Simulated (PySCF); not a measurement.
Start geometry of `C[Si@@H]([SiH3])Cl` from a GFN2-xTB structure with every atom displaced at random (by about 0.01 Å) (Å):
```
atom  x, y, z in Å
C1    -1.5222   -0.8320   -0.0445
Si2   -0.4043    0.7112   -0.0804
Si3    1.8062    0.1464    0.2321
Cl4   -0.6272    1.6143   -1.8989
H5    -1.4970   -1.3188    0.9006
H6    -1.2652   -1.5220   -0.8155
H7    -2.5707   -0.5364   -0.2256
H8    -0.9154    1.6906    0.8858
H9     2.0009   -0.4783    1.5707
H10    2.3196   -0.8048   -0.7488
H11    2.7134    1.3039    0.2089
```

Q: What comes out of this run: PySCF, PBE0-D3(BJ)/def2-SVP geometry optimisation, gas phase?

A: 
```
atom  x, y, z in Å
C1    -3.004   -0.388   -0.296
Si2   -1.837    1.074   -0.295
Si3    0.390    0.447    0.077
Cl4   -1.876    1.967   -2.182
H5    -3.002   -0.877    0.692
H6    -2.699   -1.127   -1.052
H7    -4.032   -0.064   -0.522
H8    -2.285    2.100    0.693
H9     0.537   -0.215    1.412
H10    0.800   -0.522   -0.986
H11    1.286    1.641    0.024
```

The energy falls by 14.5 kJ/mol over 9 energy and gradient evaluations, the largest force component goes from 0.0350 to 1.4e-04 Eh/bohr, and the atoms move by 0.059 Å rms after alignment. The bond that changes most is Si2–Cl4 (chlorine-bound silicon to silicon-bound chlorine), which lengthens by 0.046 Å. Bonds longer at the end by more than 0.005 Å: 8 of 10; shorter: 1. Among the angles that change most is Si2–Si3–H10, from 114.0° to 108.7°. Rotational constants go from 3914, 2156, 1537 to 3760, 2166, 1524 MHz. The orientation of the end geometry is arbitrary; only internal coordinates are fixed.

The run used 103 basis functions and 49 SCF cycles in all. Time: 21 s of wall time; peak memory 0.43 GiB. Hardware: one thread, Intel Xeon 6975P-C (x86_64), no GPU, shared host with 128 logical CPUs at a one-minute load of 42.

No PBE0-D3(BJ)/def2-SVP frequencies stand behind this structure, so it isn't proved a minimum.
